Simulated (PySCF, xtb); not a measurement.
## Isomers of BF2HSi in order of energy

6 gas-phase structures of BF2HSi, found in a search over its isomers (lower ones may exist). Each was relaxed with GFN2-xTB:

A. `FB[Si]F`, a singlet
B. a singlet given by its coordinates
C. `FB(F)[SiH]`, a singlet
D. `B=[Si](F)F`, a singlet
E. `FB(F)[SiH]`, a triplet
F. `FB[Si]F`, a triplet

B (Å):

```xyz
5

B     0.9304   -0.9448    0.6373
F     1.8097   -0.4938    1.4996
F    -0.7993    0.0779   -1.4922
Si   -0.7516   -0.4230    0.0588
H    -2.0622   -1.0527    0.1414
```

Close contacts (Å): B1–F2 1.31, B1–Si4 1.85, F3–Si4 1.63, Si4–H5 1.46.

Task: Estimate their order in r2SCAN-D4/def2-SVP energy at these geometries, lowest first.

Result: Calculated order at r2SCAN-D4/def2-SVP: E (0.000), C (0.081), F (0.656), A (0.663), B (1.202), D (1.684) eV. Less than 1 kcal/mol parts F and A, so the order within that pair means little. CCSD(T)/def2-SVP + ΔMP2/def2-TZVPP after further relaxation puts C lowest instead.

Energies above the lowest of each column, in eV; the last columns are at PBE0-D3(BJ)/def2-SVP geometries and were run for some of them only (a dash: not run or not comparable):

| structure | GFN2-xTB | HF/STO-3G | r2SCAN-D4/def2-SVP | PBE0-D3(BJ)/def2-SVP | CCSD(T)/def2-SVP + ΔMP2/def2-TZVPP |
| --- | --- | --- | --- | --- | --- |
| E | – | 0.000 | 0.000 | 0.310 | 0.599 |
| C | 0.382 | 0.084 | 0.081 | 0.000 | 0.000 |
| F | – | 1.336 | 0.656 | 1.006 | – |
| A | 0.000 | 1.025 | 0.663 | 0.615 | 0.362 |
| B | 0.723 | 2.829 | 1.202 | – | – |
| D | 0.406 | 4.584 | 1.684 | – | – |

CCSD(T)/def2-SVP + ΔMP2/def2-TZVPP puts C lowest of those it was run on; GFN2-xTB picks A, HF/STO-3G picks E, r2SCAN-D4/def2-SVP picks E. CCSD(T)/def2-SVP + ΔMP2/def2-TZVPP orders those it was run on as C (0.000), A (0.362), E (0.599) eV. Flexible structures stand in one conformer each, not always the lowest. Frequencies (GFN2-xTB) were run for A, C, E alone. The ΔMP2 step shifts differences by up to 0.364 eV, which makes them less sure. GFN2-xTB has no spin polarisation and isn't compared across spin states. Open shells are spin-unrestricted. ΔMP2 is the change of the MP2 energy from the smaller to the larger basis.

Over these structures GFN2-xTB departs from r2SCAN-D4/def2-SVP by 0.441 eV on average once a common shift is removed. A GFN2-xTB relaxation took about 0.06 s and the r2SCAN-D4/def2-SVP energy about 4.2 s on a shared host (PySCF 2.14.0, xtb 6.7.1).
